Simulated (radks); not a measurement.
Exchange energies: the exact (Fock) value of the Kohn-Sham orbitals and density-functional approximations, in hartree. Species: Ba+ [Xe] 6s1; Sr [Kr] 5s2. All-electron calculation, non-relativistic Kohn-Sham, exchange-only LDA, spin-polarised, spherical densities, point nucleus. Program: a radial shooting solver on a logarithmic mesh with Libxc functionals. Every spin shell is full or empty, so the densities are truly spherical. Functionals are evaluated on that one density, not self-consistently.

| functional | Ba+ | Sr |
|---|---|---|
| exact | -188.823 | -101.752 |
| LDA | -180.06 | -96.246 |
| revPBE | -188.27 | -101.52 |
| PW91 | -188.82 | -101.79 |
| PW86 | -188.37 | -101.77 |
| OPTX | -191.34 | -102.69 |
| WC | -187.29 | -100.80 |
| SOGGA | -184.69 | -99.221 |
| B86b | -188.80 | -101.82 |
| revTPSS | -187.06 | -100.91 |
| TASK | -184.66 | -99.273 |
| MVS | -188.90 | -101.78 |
